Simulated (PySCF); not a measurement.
CH2NO, SMILES N[C]=O, multiplicity 2. Geometry optimised at PBE-D3(BJ)/def2-TZVP. The isomer is the one that the SMILES or the coordinates give; other isomers of the formula were not compared. One conformer was computed; it need not be the lowest.

Level of theory: PySCF with PBE-D3(BJ)/def2-TZVP.

Harmonic wavenumbers (cm⁻¹): 277, 510, 624, 1066, 1200, 1551, 1812, 3360, 3612. Rotational constants (GHz): 126.3, 11.08, 10.19; symmetry number 1.

Q: Work out the zero-point energy and the ideal-gas rigid-rotor harmonic-oscillator thermochemistry at 298.15 K and 1 atm.

A: ZPE = ½ Σ hcν = ½ × 14012 cm⁻¹ = 20.03 kcal/mol. H − E(el) = 22.94 kcal/mol. Entropy in cal/(mol K): translation 37.27, rotation 20.65, vibration 2.72, spin 1.38, total 62.02. G − E(el) = 4.45 kcal/mol. Cp = 12.48 cal/(mol K).
